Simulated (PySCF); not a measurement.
Rigid-rotor lines calculated for a species of formula [C7H9O2S]- (commonest isotopes; PBE0-D3(BJ)/def2-SVP geometry optimisation, gas phase in PySCF), labelled J(Ka,Kc):

| transition | MHz |
| --- | --- |
| 1(1,1) ← 0(0,0) | 2396.2 |
| 1(0,1) ← 0(0,0) | 1148.9 |
| 2(1,1) ← 1(1,0) | 2414.3 |
| 2(1,2) ← 1(1,1) | 2181.2 |
| 2(0,2) ← 1(0,1) | 2290.0 |

Find the rotational constants.

1(0,1) ← 0(0,0) is B + C, 2(1,1) ← 1(1,0) is 3B + C and 2(1,2) ← 1(1,1) is B + 3C, so B − C is half the difference of the last two, 116.6 MHz. 1(1,1) ← 0(0,0) is A + C. A = 1880.0, B = 632.7, C = 516.2 MHz.

What moments of inertia, asymmetry and inertial defect follow?

I = 505379 MHz·u·Å² over each constant: Ia = 268.82, Ib = 798.76, Ic = 979.10 u·Å²; κ = (2B − A − C)/(A − C) = -0.829 (asymmetric top); Δ = Ic − Ia − Ib = -88.48 u·Å².

Which dipole components do these lines need?

μa and μb (a-type: ΔKa even, ΔKc odd; b-type: both odd). The calculation gives |μa| = 1.12 D, |μb| = 0.76 D, |μc| = 0.84 D, about the centre of mass.

Predict further lines from these constants: 3(2,1) ← 3(1,2); 3(2,2) ← 2(1,1); 2(0,2) ← 1(1,1); 3(1,2) ← 2(1,1); 2(2,1) ← 2(1,2); 1(1,0) ← 1(0,1); 3(2,2) ← 3(1,3); 2(1,1) ← 2(0,2); 3(3,1) ← 3(2,2).

```json
{"transition": "2(0,2) ← 1(1,1)", "MHz": "1043", "type": "b", "branch": "R"}
{"transition": "1(1,0) ← 1(0,1)", "MHz": "1364", "type": "b", "branch": "Q"}
{"transition": "2(1,1) ← 2(0,2)", "MHz": "1488", "type": "b", "branch": "Q"}
{"transition": "3(2,1) ← 3(1,2)", "MHz": "3611", "type": "b", "branch": "Q"}
{"transition": "3(1,2) ← 2(1,1)", "MHz": "3616", "type": "a", "branch": "R"}
{"transition": "2(2,1) ← 2(1,2)", "MHz": "4092", "type": "b", "branch": "Q"}
{"transition": "3(2,2) ← 3(1,3)", "MHz": "4271", "type": "b", "branch": "Q"}
{"transition": "3(3,1) ← 3(2,2)", "MHz": "6533", "type": "b", "branch": "Q"}
{"transition": "3(2,2) ← 2(1,1)", "MHz": "7189", "type": "b", "branch": "R"}
```

Which structure gave them?

`CC(=O)/C=C(/[O-])CC(C)=S`, point group C1. Three constants can't fix a structure by themselves; this is the one that was computed:
```xyz
19
C7H9O2S angstrom
C     -3.000    0.569   -0.338
C     -1.548    0.633    0.154
O     -1.262    1.541    0.948
C     -0.708   -0.392   -0.370
C      0.664   -0.645   -0.149
O      1.282   -1.604   -0.633
C      1.422    0.340    0.804
C      2.760    0.720    0.281
C      3.769   -0.376    0.289
S      3.090    2.203   -0.343
H     -3.481   -0.371   -0.020
H     -3.553    1.421    0.083
H     -3.051    0.603   -1.439
H     -1.177   -1.124   -1.037
H      1.552   -0.239    1.738
H      0.775    1.203    1.000
H      4.717   -0.075   -0.174
H      3.941   -0.727    1.321
H      3.279   -1.219   -0.242
```

The values belong to one conformer (point group C1) with, in the numbering `[CH3:1][C:2](=[O:3])/[CH:4]=[C:5](/[O-:6])[CH2:7][C:8]([CH3:9])=[S:10]`, C1–C2–C4–C5 180°, C4–C5–C7–C8 -137°, C5–C7–C8–C9 -70°. No frequency check. These are rigid-rotor constants of the computed structure; measured ground-state constants (B0) also hold zero-point vibration. A rigid rotor knows nothing of internal rotation, which can split or shift real lines.
